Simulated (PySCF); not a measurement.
Ru³⁺ (ruthenium, charge +3) across methods

[Kr] 4d5, high-spin 6S determinant. Calculation: PySCF 2.14, in aug-cc-pVTZ-PP with one added diffuse shell each of s, p, d, f, g type with ECP28MDF (7s7p6d4f3g, 113 functions); scalar relativity through the core potential.

```
 method  E (hartree)  mean ε 4p α (eV)  mean ε 4p β (eV)  mean ε 4d α (eV)  Σ⟨r²⟩ (bohr²)   ⟨S²⟩
    UHF    -92.06597           -98.474           -86.587           -46.186          22.75  8.750
   PW91     -92.5865           -82.580           -78.287           -38.854          23.00  8.750
r2SCAN0     -92.5825           -88.072           -81.072           -41.189          22.77  8.750
 r2SCAN     -92.6047           -84.503           -78.841           -39.244          22.81  8.750
    M06     -92.5249           -85.699           -80.621           -40.551          22.82  8.750
    LDA     -92.3084           -82.394           -78.192           -38.805          23.14  8.750
    PBE     -92.5464           -82.488           -78.193           -38.779          23.00  8.750
```

**Question.** Estimate the same row for PBE0.

**Answer.** E (hartree) = -92.5537; mean ε 4p α (eV) = -86.710; mean ε 4p β (eV) = -80.676; mean ε 4d α (eV) = -40.837; Σ⟨r²⟩ (bohr²) = 22.89; ⟨S²⟩ = 8.750.

Energies and moments cover only the electrons outside the core potential.
